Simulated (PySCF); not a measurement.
# How the method changes the shape and vibrations of B2H3N

All numbers below are calculated, not measured. They come from PySCF 2.14.0, an open-source quantum chemistry program, on an isolated molecule that a program drew, which may never have been made. The molecule is B2H3N (charge 0, singlet), drawn as the SMILES string `B=NB`.

The geometry was optimised and harmonic frequencies were computed with HF and MP2, all in the cc-pVDZ basis, for the commonest isotopes, with a restricted reference for singlets and an unrestricted one otherwise, and a frozen core in MP2. Each result is a local minimum of its method.

Geometry at the HF minimum:
```xyz
6
B2H3N, angstrom
B    -0.6277    0.4222   -1.3249
N     0.4905    0.8380   -1.6688
B     1.7588    1.3098   -2.0586
H    -1.6824    0.0299   -1.0005
H     1.8601    2.3685   -2.6180
H     2.7395    0.6534   -1.8315
```

Lengths of the bonds as drawn, in Å (atoms numbered as above):
```
 bond     HF    MP2
B1-N2  1.242  1.271
N2-B3  1.408  1.420
B1-H4  1.171  1.179
B3-H5  1.202  1.207
B3-H6  1.202  1.207
```

Rotational constants, in GHz:
| constant | HF | MP2 |
|---|---|---|
| A | 231.4 | 227 |
| B | 9.626 | 9.375 |
| C | 9.242 | 9.003 |

Harmonic frequencies in cm^-1, each column in rising order, so a row needn't be the same motion in every method:
| rank | HF | MP2 |
|---|---|---|
| 1 | 207 | 191 |
| 2 | 246 | 222 |
| 3 | 800 | 685 |
| 4 | 841 | 747 |
| 5 | 1019 | 965 |
| 6 | 1054 | 1002 |
| 7 | 1110 | 1054 |
| 8 | 1356 | 1292 |
| 9 | 2028 | ? |
| 10 | 2662 | 2623 |
| 11 | 2725 | 2706 |
| 12 | 2995 | 2914 |

**Estimate the missing MP2 frequency from the HF column.**

A single factor s that minimises the squared misfit of MP2 against s times HF over the other rows is sum(HF x MP2) / sum(HF^2) = 0.9722, with an rms misfit of 44 cm^-1. For rank 9 it gives 0.9722 x 2028 = 1972 cm^-1. The calculation gives 1888 cm^-1, 84 cm^-1 below the estimate. The drawn bonds are on average 0.9 % longer in MP2 than in HF.
